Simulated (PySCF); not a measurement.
## How methods differ on the excitation energy of Sb+

Sb+ [Kr] 4d10 5s2 5p2 (3P) → Sb+ [Kr] 4d10 5s2 5p1 5d1 (high-spin determinant), as a difference of total energies. All numbers are calculated (PySCF 2.14, the spin-free X2C one-electron Hamiltonian (Gaussian nucleus), in x2c-TZVPPall with one added diffuse shell each of s, p, d, f type (9s7p5d3f, 76 functions)). Correlated levels: valence: [Kr] 4d10 frozen; valence and next inner shell: [Ar] 3d10 frozen. The calculations carry no spin-orbit coupling.

| method | excitation energy (eV) |
| --- | --- |
| UHF | 9.465 |
| LDA | 8.972 |
| PBE | 8.775 |
| PBE0 | 9.059 |
| r2SCAN | 9.204 |
| wB97X-V | 9.389 |
| TPSS | 8.916 |
| CAM-B3LYP | 9.283 |
| wB97X | 9.411 |
| MP2 (valence) | 9.321 |
| SCS-MP2 (valence) | 9.316 |
| MP2 (valence and next inner shell) | 9.407 |
| SCS-MP2 (valence and next inner shell) | 9.360 |

Question: How much does correlation contribute at MP2 (valence and next inner shell)?

Answer: 9.407 − (9.465) = -0.058 eV, measured against UHF.

A first-order spin-orbit estimate (lowest level to lowest level, LS coupling) adds 0.092 eV.

The promoted electron is Rydberg-like, and one or two diffuse shells describe it only roughly, which tends to raise the upper state.

The determinant of the upper state mixes LS terms, which raises its energy above the lowest term, most at the Hartree-Fock and MP2 levels.
